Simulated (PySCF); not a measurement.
**Vertical excitation energies**

2,4,6-trifluorophenol, C6H3F3O.
Z-matrix (Å and degrees, PBE0-D3(BJ)/def2-SVP geometry), rows numbered from 1:
```
O 
C   1  1.3434
C   2  1.3961  1  122.61
F   3  1.3393  2  116.07  1    -0.02
C   3  1.3861  2  123.46  1  -179.98
C   5  1.3895  3  117.45  2     0.07
F   6  1.3302  5  119.11  3   180.00
C   6  1.3900  5  121.79  3    -0.00
C   8  1.3889  6  118.70  5    -0.01
F   9  1.3252  2  118.24  1     0.03
H   1  0.9656  2  108.13  3    -0.87
H   5  1.0897  3  120.89  2  -179.90
H   8  1.0899  6  121.11  5   179.89
```

Computed, not measured: TDDFT B3LYP/def2-SVPD, vertical, gas phase, core orbitals frozen in the response (PySCF 2.14.0, density-fitted response routines).

| state | E (eV) | E (kJ/mol) | λ (nm) | f | \|μ\| (D) | symmetry | main configurations (H = HOMO, L = LUMO) |
| --- | --- | --- | --- | --- | --- | --- | --- |
| S1 | 5.04 | 487 | 245.8 | 0.034 | 1.32 | A′ | H→L (79%), H-1→L+1 (20%) |
| S2 | 5.47 | 527 | 226.8 | 0.0001 | 0.05 | – | H→L+2 (99%) |
| S3 | 5.89 | 568 | 210.5 | 0.034 | 1.24 | A′ | H→L+1 (70%), H-1→L (29%) |
| S4 | 6.35 | 613 | 195.2 | 0.0001 | 0.06 | – | H-1→L+2 (98%) |
| S5 | 6.70 | 646 | 185.2 | 0.0011 | 0.21 | – | H→L+3 (98%) |
| S6 | 6.80 | 656 | 182.4 | 0.554 | 4.64 | A′ | H-1→L (68%), H→L+1 (28%) |

The lowest singlet comes at 246 nm (487 kJ/mol) in the ultraviolet; it is of moderate strength; its leading configuration is HOMO→LUMO (79%). The most intense listed level is S6 at 6.80 eV (182 nm, f = 0.554), 1.75 eV above S1. It is the last of those listed, so stronger ones may follow. Löwdin shares by element: HOMO carbon 44% or more, oxygen 19% (atoms not listed hold the other 37%); LUMO carbon 72% or more (atoms not listed hold the other 28%). The listed states span 1.75 eV, and the widest gap between neighbours is 0.46 eV (S3 to S4). Orbital energies (eV): HOMO-3 -10.75, HOMO-2 -9.76, HOMO-1 -7.59, HOMO -6.78, LUMO -0.98, LUMO+1 -0.55, LUMO+2 -0.31. Of the 6 states listed, 3 reach f = 0.01 and 2 stay under 0.0005. Symmetry labels in Cs follow from the direction of the transition dipole and are given only for states with f of 0.002 or more. Singlets were solved by full linear response.

One conformer stands for the species.
